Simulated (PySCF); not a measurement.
Compound: C4H4F2S.
Bonds: C1–S2, S2–C3, C3–F4, C3–C5 (double), C5–C6 (double), C6–F7. Hydrogens: H8, H9, H10 on C1; H11 on C6.

Computed by this run: PBE0-D3(BJ)/def2-SVP geometry optimisation, gas phase in PySCF; density fitting, grid level 2; the optimiser is geomeTRIC in internal coordinates, started from a GFN2-xTB structure.

Geometry at step 0:
```
atom  x, y, z in Å
C1     -1.6574   -0.5059    0.3503
S2     -1.5171    0.3903   -1.2182
C3      0.2243    0.6621   -1.2343
F4      0.6123    1.3857   -2.2925
C5      1.0723    0.1831   -0.3677
C6      1.8569   -0.2645    0.5625
F7      2.1250    0.4310    1.6855
H8     -2.7160   -0.6833    0.5088
H9     -1.1235   -1.4489    0.2795
H10    -1.2536    0.1038    1.1529
H11     2.3822   -1.2107    0.5474
```

Question: Give the atomic forces at this geometry.

Answer: 
```csv
atom,Fx (eV/Å),Fy (eV/Å),Fz (eV/Å)
C1,0.157,0.343,-0.624
S2,0.050,0.110,-0.020
C3,-0.320,0.117,-0.645
F4,-0.332,-0.197,0.346
C5,0.107,0.102,-0.038
C6,0.251,0.497,0.815
F7,-0.047,-0.264,-0.317
H8,-0.447,-0.070,0.042
H9,0.189,-0.397,0.056
H10,0.158,0.199,0.387
H11,0.234,-0.441,-0.003
```

The largest, 0.99 eV/Å, acts on C6; the rms over all components is 0.320 eV/Å. The forces sum to zero within rounding, as they must for an isolated molecule in no field.

Question: Give the force on C6 in Eh/bohr and in nN.

Answer: 0.987 eV/Å ÷ 51.422 = 0.01919 Eh/bohr, and 0.987 eV/Å × 1.602 = 1.58 nN.

Question: How far is this geometry from the end of the optimisation?

Answer: 0.040 eV above it, and 0.063 Å rms away after alignment. The bonds farthest from their final lengths, with half the difference of the two atoms' forces along the bond (positive lengthens):

| bond | now (Å) | final (Å) | force along bond (eV/Å) |
| --- | --- | --- | --- |
| C6–H11 | 1.082 | 1.097 | +0.41 |
| C6–F7 | 1.348 | 1.334 | -0.70 |
| C1–H10 | 1.086 | 1.099 | +0.33 |
| C1–H8 | 1.085 | 1.098 | +0.38 |
| C1–H9 | 1.086 | 1.099 | +0.31 |
| C1–S2 | 1.812 | 1.800 | -0.32 |

The angle farthest from its final value is S2–C3–F4, 112.1° against 110.0°.

Of the 6 listed bonds off by 0.010 Å or more, this force points towards the final length in 6.

The cost below is that of the whole optimisation. Time: 42 s of wall time; peak memory 0.64 GiB. Hardware: Arm Neoverse V1, one thread, shared host with 32 logical CPUs at a one-minute load of 27.
